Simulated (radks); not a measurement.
Charge is removed step by step from the 1s down level of Ca13+, starting from 1s(up 1, down 1) 2s2 2p3. Method: non-relativistic Kohn-Sham, r2SCAN, spin-polarised, spherical densities, point nucleus; open shells are filled with parallel spins first; meta-GGA in the generalised Kohn-Sham scheme; computed with a radial shooting solver on a logarithmic mesh with Libxc functionals.

removed (e)  E - E(0) (eV)  eigenvalue (eV)  E minus straight line (eV)
0                    0.000          -4460.1                       0.000
0.25                1122.1          -4516.1                     -17.733
0.5                 2257.6          -4567.3                     -22.009
0.75                3405.0          -4608.8                     -14.512
1                   4559.3          -4516.0                       0.000

Removing the whole electron costs 4559.3 eV by Delta-SCF, against 4460.1 eV from minus the eigenvalue at the starting occupation. Slater's transition state (half an electron removed) gives 4567.3 eV. Integrating minus the eigenvalue over the occupation (Janak's theorem) gives 4550.9 eV. The mean slope of the eigenvalue, de/dn, is 55.9 eV per electron.
